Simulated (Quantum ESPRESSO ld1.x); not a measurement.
The numbers below are computed, except where a source is named.
Ta+, configuration [Xe] 4f14 5d2 6s1 6p1 (not the ground configuration). Level of theory: non-relativistic Kohn-Sham, LDA (Slater exchange, Perdew-Wang correlation), spin-polarised, spherical densities, point nucleus; open shells are filled with parallel spins first; relativity is left out, which matters for an element this heavy (ld1.x of Quantum ESPRESSO 7.5). Some entries of the table are withheld. Estimate them.

orbital,occ.,eigenvalue (hartree),<1/r> (bohr^-1),<r> (bohr)
1s up,1,-2275.7824,72.41,0.02077
1s down,1,-2275.7815,72.41,0.02077
2s up,1,-373.2437,16.97,0.08778
2s down,1,-373.2399,16.97,0.08778
2p up,3,-357.6629,17.01,0.07425
2p down,3,-357.6597,17.01,0.07425
3s up,1,-85.0706,6.511,0.2234
3s down,1,-85.0687,6.511,0.2234
3p up,3,-77.8531,6.464,0.2133
3p down,3,-77.8512,6.464,0.2133
3d up,5,-64.3556,6.387,0.1872
3d down,5,-64.3529,6.387,0.1872
4s up,1,-17.1267,2.803,0.4993
4s down,1,-17.1228,2.803,0.4993
4p up,3,-14.1334,2.711,0.5071
4p down,3,-14.1292,2.711,0.5070
4d up,5,-8.6800,2.510,0.5258
4d down,5,-8.6749,2.511,0.5256
5s up,1,-2.6469,1.094,1.201
5s down,1,-2.6072,1.100,1.196
5p up,3,-1.7960,0.9778,1.333
5p down,3,-1.7497,0.9850,1.324
4f up,7,-1.6150,2.052,0.6182
4f down,7,-1.6056,2.057,0.6155
5d up,2,-0.5671,(1),1.926
5d down,0,-0.5011,(2),1.898
6s up,1,-0.4735,(3),(4)
6s down,0,-0.3977,(5),(6)
6p up,1,-0.3109,0.3316,3.780
6p down,0,-0.2470,0.3093,4.050

Answer. 
(1) 5d up <1/r> (bohr^-1): 0.6717
(2) 5d down <1/r> (bohr^-1): 0.6835
(3) 6s up <1/r> (bohr^-1): 0.4004
(4) 6s up <r> (bohr): 3.146
(5) 6s down <1/r> (bohr^-1): 0.3904
(6) 6s down <r> (bohr): 3.236
